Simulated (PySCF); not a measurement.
## Substituent effects on chemical shifts

Parent skeleton `[CH2:1]=[C:2]=[CH:3][C:4]#[C:5][SiH2:6][CH3:7]`; one hydrogen on atom 3 is replaced by X. Hydrogens on one atom are averaged.

- shielding tensors at PBE0/pcSseg-1 (GIAO)
- geometry from GFN2-xTB
- code: PySCF
- no solvent, equivalent nuclei averaged, one conformer, relativity neglected

Scale: TMS for 13C (σ = 186.93 ppm) and 29Si (σ = 349.16 ppm) and 1H (σ = 31.72 ppm) (reference shieldings calculated alike).

Parent (X = H): C1 81.0, C2 233.7, C3 80.7, C4 106.1, C5 101.1, Si6 -69.6, C7 -4.6, H(C1) 5.27, H(Si6) 4.56 ppm. Effects are Δδ = δ(X) − δ(H), positive for deshielding.

(1) Give Δδ (ppm) for X = allyl, iPr, cPr, C2H5, C(S)CH3, CH3, CN.

(2) Which position responds most, and to which substituents?

## Answers

(1) 
```
      X                   SMILES    C1    C2     C3    C4    C5   Si6    C7  H(C1)  H(Si6)
  allyl    C=C=C(C#C[SiH2]C)CC=C  -0.6  -3.1  +13.7  +3.2  +0.6  -0.2  -0.2  -0.06   +0.03
    iPr   C=C=C(C#C[SiH2]C)C(C)C  -1.9  -4.7  +19.9  +1.5  +2.2  -0.7  -0.1  -0.13   +0.03
    cPr   C=C=C(C#C[SiH2]C)C1CC1  +4.5  -5.0  +20.7  +3.9  +0.5  -0.1  +0.0  +0.06   +0.03
   C2H5      C=C=C(C#C[SiH2]C)CC  -1.4  -4.2  +15.7  +3.2  +0.3  -0.4  -0.2  -0.10   +0.03
C(S)CH3  C=C=C(C#C[SiH2]C)C(C)=S  +3.6  +8.6  +24.4  -0.2  +4.7  +0.5  -0.4  +0.50   +0.06
    CH3       C=C=C(C)C#C[SiH2]C  -1.1  -2.6   +9.7  +3.9  -0.7  -0.2  -0.1  -0.09   -0.01
     CN     C=C=C(C#N)C#C[SiH2]C  +5.5  +6.9   -6.5  -5.6  +5.9  +1.6  -0.8  +0.47   -0.02
```

(2) C3: from -6.5 ppm with CN to +24.4 ppm with C(S)CH3.
